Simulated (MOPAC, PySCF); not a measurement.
[Hf(H)4], neutral singlet in the gas phase. 

Cartesian coordinates (Å):
```xyz
5

Hf     0.0000     0.0000     0.0000
H     -0.8776    -1.5601     0.4777
H     -1.0336     0.9430    -1.2144
H      1.6307    -0.4205    -0.7723
H      0.2806     1.0376     1.5090
```
Charge 0, multiplicity 1.

All levels are single points at this geometry (PBE-D3(BJ)/def2-SVP); Pople sets use spherical d functions. Orbital energies aren't observables, and empty levels follow the basis.

```
level                                   HOMO (eV)  LUMO (eV)  gap (eV)  dipole (D)  vertical IE, Delta-SCF (eV)
--------------------------------------  ---------  ---------  --------  ----------  ---------------------------
TPSSh-D3(BJ)/def2-TZVP in PySCF             -7.89      -2.49      5.40        0.00                            –
B3LYP/6-31G* (LANL2DZ on Hf) in PySCF       -8.59      -2.79      5.80        0.00                        11.19
B3LYP/LANL2DZ in PySCF                      -8.55      -2.75      5.80        0.00                            –
BP86/6-31G* (LANL2DZ on Hf) in PySCF        -7.60      -3.65      3.94        0.00                            –
M06-2X/6-31G* (LANL2DZ on Hf) in PySCF      -9.95      -1.77      8.18        0.00                            –
SVWN5/6-31G* (LANL2DZ on Hf) in PySCF       -7.47      -3.79      3.68        0.00                            –
HF/6-31G* (LANL2DZ on Hf) in PySCF         -12.03       0.64     12.67        0.00                        10.98
PM6 in MOPAC                               -12.26      -3.16      9.10        0.00                            –
PM7 in MOPAC                               -13.03       1.90     14.93        0.00                            –
```
